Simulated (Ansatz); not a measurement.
BiCl2 (SMILES [Cl][Bi][Cl]), doublet, geometry from GFN2-xTB (such geometries of metal compounds can be far from the true shape) (the spin is typed, not shown lowest) (core potentials on Bi), atoms displaced at random by about 0.1 Å a coordinate; Ansatz (a first-principles code) with B3LYP/def2-SV(P).

Here is a job for Ansatz.
Ansatz 0.2 input:
```yaml
crystal:
  periodic: [false, false, false]
  atoms:
    - {symbol: Bi, position_ang: [0.12772525, 0.33241501, 0.46059554]}
    - {symbol: Cl, position_ang: [0.52554628, 0.49004618, -2.04989429]}
    - {symbol: Cl, position_ang: [-2.12179381, -0.36815587, 0.30099136]}
basis:
  gaussian:
    orbitals: def2-SV_P_.json
hamiltonian:
  xc: b3lyp
magnetization: {spin_polarized: true, initial_magnetization: 1}
relax: {max_displacement: 0.02}
```
The basis file holds def2-SV(P) in the JSON format of the Basis Set Exchange.

Output, abridged:

```
Functional definition: B3LYP
698 factors; integrals over basis functions are off by at most 3.2e-4 eV
mean field evaluation 1: about -30880.8148 eV, gradient 1.5e1 eV
mean field evaluation 2: about -30875.7412 eV, gradient 3.2e1 eV
mean field evaluation 4: about -30882.3391 eV, gradient 1.8e0 eV
mean field evaluation 8: about -30882.3798 eV, gradient 4.7e-2 eV
mean field evaluation 16: about -30882.3798 eV, gradient 2.6e-5 eV
mean field -30882.37983504 eV, -1134.9065261088 hartree, gradient 2.6e-5 eV, S^2 0.751648; 0 other end points of the search recorded, 0 dependent functions left out
the calculation of the forces begins
reference -30882.38003295 eV, -1134.9065333820 hartree; 29, 28 occupied and 33, 34 virtual orbitals, 698 factors
relax step   1: F+E_penalty+E_count = -30882.37983504 eV  Δ(F+E_penalty+E_count) = +0.000e0 eV  max|allowed force component| = 1.815e0 eV/Å  Δτ_max = 0.0000 Å  (31 SCF iters, accepted)
these checks for a lower state are left out or cut short: starts, cluster_reference, orbital_swaps, neighbouring_geometries, increment
698 factors; integrals over basis functions are off by at most 3.3e-4 eV
mean field -30882.44421299 eV, -1134.9088919550 hartree, gradient 2.4e-5 eV, S^2 0.751654; 0 other end points of the search recorded, 0 dependent functions left out
the calculation of the forces begins
reference -30882.44441122 eV, -1134.9088992397 hartree; 29, 28 occupied and 33, 34 virtual orbitals, 698 factors
relax step   2: F+E_penalty+E_count = -30882.44421299 eV  Δ(F+E_penalty+E_count) = -6.438e-2 eV  max|allowed force component| = 1.179e0 eV/Å  Δτ_max = 0.0195 Å  (33 SCF iters, accepted)
these checks for a lower state are left out or cut short: starts, cluster_reference, orbital_swaps, neighbouring_geometries, increment
698 factors; integrals over basis functions are off by at most 3.4e-4 eV
mean field evaluation 32: about -30882.4849 eV, gradient 2.5e-5 eV
mean field -30882.48493165 eV, -1134.9103883382 hartree, gradient 2.4e-5 eV, S^2 0.751656; 0 other end points of the search recorded, 0 dependent functions left out
the calculation of the forces begins
reference -30882.48513003 eV, -1134.9103956285 hartree; 29, 28 occupied and 33, 34 virtual orbitals, 698 factors
relax step   3: F+E_penalty+E_count = -30882.48493165 eV  Δ(F+E_penalty+E_count) = -4.072e-2 eV  max|allowed force component| = 6.738e-1 eV/Å  Δτ_max = 0.0194 Å  (33 SCF iters, accepted)
these checks for a lower state are left out or cut short: starts, cluster_reference, orbital_swaps, neighbouring_geometries, increment
698 factors; integrals over basis functions are off by at most 3.4e-4 eV
mean field -30882.50466515 eV, -1134.9111135307 hartree, gradient 2.5e-5 eV, S^2 0.751659; 0 other end points of the search recorded, 0 dependent functions left out
the calculation of the forces begins
reference -30882.50486354 eV, -1134.9111208215 hartree; 29, 28 occupied and 33, 34 virtual orbitals, 698 factors
relax step   4: F+E_penalty+E_count = -30882.50466515 eV  Δ(F+E_penalty+E_count) = -1.973e-2 eV  max|allowed force component| = 3.149e-1 eV/Å  Δτ_max = 0.0193 Å  (33 SCF iters, accepted)
these checks for a lower state are left out or cut short: starts, cluster_reference, orbital_swaps, neighbouring_geometries, increment
698 factors; integrals over basis functions are off by at most 3.4e-4 eV
mean field -30882.51289967 eV, -1134.9114161436 hartree, gradient 2.5e-5 eV, S^2 0.751664; 0 other end points of the search recorded, 0 dependent functions left out
the calculation of the forces begins
reference -30882.51309803 eV, -1134.9114234334 hartree; 29, 28 occupied and 33, 34 virtual orbitals, 698 factors
relax step   5: F+E_penalty+E_count = -30882.51289967 eV  Δ(F+E_penalty+E_count) = -8.235e-3 eV  max|allowed force component| = 1.302e-1 eV/Å  Δτ_max = 0.0194 Å  (33 SCF iters, accepted)
these checks for a lower state are left out or cut short: starts, cluster_reference, orbital_swaps, neighbouring_geometries, increment
698 factors; integrals over basis functions are off by at most 3.4e-4 eV
mean field -30882.51815950 eV, -1134.9116094390 hartree, gradient 2.5e-5 eV, S^2 0.751665; 0 other end points of the search recorded, 0 dependent functions left out
the calculation of the forces begins
reference -30882.51835786 eV, -1134.9116167285 hartree; 29, 28 occupied and 33, 34 virtual orbitals, 698 factors
relax step   6: F+E_penalty+E_count = -30882.51815950 eV  Δ(F+E_penalty+E_count) = -5.260e-3 eV  max|allowed force component| = 1.126e-1 eV/Å  Δτ_max = 0.0200 Å  (32 SCF iters, accepted)
these checks for a lower state are left out or cut short: starts, cluster_reference, orbital_swaps, neighbouring_geometries, increment
698 factors; integrals over basis functions are off by at most 3.4e-4 eV
mean field evaluation 64: about -30882.5216 eV, gradient 2.5e-5 eV
mean field -30882.52161054 eV, -1134.9117362624 hartree, gradient 2.4e-5 eV, S^2 0.751672; 0 other end points of the search recorded, 0 dependent functions left out
the calculation of the forces begins
reference -30882.52180902 eV, -1134.9117435562 hartree; 29, 28 occupied and 33, 34 virtual orbitals, 698 factors
relax step   7: F+E_penalty+E_count = -30882.52161054 eV  Δ(F+E_penalty+E_count) = -3.451e-3 eV  max|allowed force component| = 4.887e-2 eV/Å  Δτ_max = 0.0199 Å  (32 SCF iters, accepted)
these checks for a lower state are left out or cut short: starts, cluster_reference, orbital_swaps, neighbouring_geometries, increment
698 factors; integrals over basis functions are off by at most 3.4e-4 eV
mean field -30882.52338145 eV, -1134.9118013421 hartree, gradient 2.4e-5 eV, S^2 0.751677; 0 other end points of the search recorded, 0 dependent functions left out
the calculation of the forces begins
reference -30882.52358010 eV, -1134.9118086425 hartree; 29, 28 occupied and 33, 34 virtual orbitals, 698 factors
relax step   8: F+E_penalty+E_count = -30882.52338145 eV  Δ(F+E_penalty+E_count) = -1.771e-3 eV  max|allowed force component| = 1.835e-2 eV/Å  Δτ_max = 0.0195 Å  (32 SCF iters, accepted)
these checks for a lower state are left out or cut short: starts, cluster_reference, orbital_swaps, neighbouring_geometries, increment
698 factors; integrals over basis functions are off by at most 3.4e-4 eV
mean field -30882.52366689 eV, -1134.9118118318 hartree, gradient 7.3e-6 eV, S^2 0.751680; 0 other end points of the search recorded, 0 dependent functions left out
the calculation of the forces begins
reference -30882.52386569 eV, -1134.9118191376 hartree; 29, 28 occupied and 33, 34 virtual orbitals, 698 factors
relax step   9: F+E_penalty+E_count = -30882.52366689 eV  Δ(F+E_penalty+E_count) = -2.854e-4 eV  max|allowed force component| = 5.115e-4 eV/Å  Δτ_max = 0.0113 Å  (27 SCF iters, accepted)
698 factors; integrals over basis functions are off by at most 3.4e-4 eV
mean field evaluation 96: about -30882.5237 eV, gradient 5.6e-4 eV
mean field -30882.52366689 eV, -1134.9118118318 hartree, gradient 7.3e-6 eV, S^2 0.751680; 1 other end points of the search recorded, 0 dependent functions left out
the calculation of the forces begins
reference -30882.52386569 eV, -1134.9118191376 hartree; 29, 28 occupied and 33, 34 virtual orbitals, 698 factors
Total energy: -30882.52386569 eV, -1134.9118191376 hartree
Atom 0 at     0.147565     0.339646     0.382850 Å, force    -0.000511    -0.000157    -0.000215 eV/Å
Atom 1 at     0.610565     0.516666    -2.054590 Å, force     0.000431     0.000137    -0.000190 eV/Å
Atom 2 at    -2.226653    -0.402007     0.383433 Å, force     0.000080     0.000020     0.000405 eV/Å
Dipole moment:     0.475109     0.140362     0.605747 e Å
```
